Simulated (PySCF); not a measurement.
## Potential energy of PbO along the bond

Set-up: basis Pb cc-pVTZ-PP with ECP60, O cc-pVTZ; scalar-relativistic core potentials; PySCF 2.14. Energies in eV from Pb + O in their ground configurations at the same level. All curves are PBE0. state 1: ¹Σ⁺ (singlet), closed shell; state 2: triplet, unpaired electrons π ↑↑, a mixture of terms (⟨Lz²⟩ = 2.0), a second solution, started from another occupation; state 3: quintet, unpaired electrons σ ↑, π ↑↑↑, a second solution, started from another occupation.

```json
{"R (Å)": "1.647", "state 1": "-2.687", "state 2": "1.471", "state 3": "5.0810"}
{"R (Å)": "1.724", "state 1": "-3.743", "state 2": "-0.121", "state 3": "3.5854"}
{"R (Å)": "1.800", "state 1": "-4.319", "state 2": "-1.210", "state 3": "2.5345"}
{"R (Å)": "1.858", "state 1": "-4.521", "state 2": "-1.779", "state 3": "1.9588"}
{"R (Å)": "1.915", "state 1": "-4.576", "state 2": "-2.184", "state 3": "1.5199"}
{"R (Å)": "1.972", "state 1": "-4.521", "state 2": "-2.461", "state 3": "1.1839"}
{"R (Å)": "2.049", "state 1": "-4.322", "state 2": "-2.674", "state 3": "0.8551"}
{"R (Å)": "2.145", "state 1": "-3.937", "state 2": "-2.761", "state 3": "0.5762"}
{"R (Å)": "2.260", "state 1": "-3.362", "state 2": "-2.689", "state 3": "0.3634"}
{"R (Å)": "2.413", "state 1": "-2.520", "state 2": "-2.421", "state 3": "0.1979"}
```

Put a parabola through the three lowest points of the state 1 curve and estimate Re, k and ωe (reduced mass 14.85 u; 1 eV/Å² = 0.16022 mdyn/Å; ωe = 1302.8·√(k/μ) cm⁻¹).

Through R = 1.858, 1.915, 1.972 Å the second-order coefficient is 16.9 eV/Å², so Re ≈ 1.915 Å, k ≈ 5.42 mdyn/Å and ωe ≈ 787 cm⁻¹. A polynomial fit of higher order to the unrounded PBE0 energies gives Re = 1.913 Å, k = 5.42 mdyn/Å, ωe = 787 cm⁻¹; anharmonicity and rounding make the difference.

The higher-order fit for each curve: state 1: Re = 1.913 Å, ωe = 787 cm⁻¹, De = 4.58 eV; state 2: Re = 2.151 Å, ωe = 512 cm⁻¹, minimum 2.76 eV below the ground-state fragments. State 3 gave no clean fit.

Spin–orbit coupling is left out, which matters for elements this heavy, above all for dissociation energies.
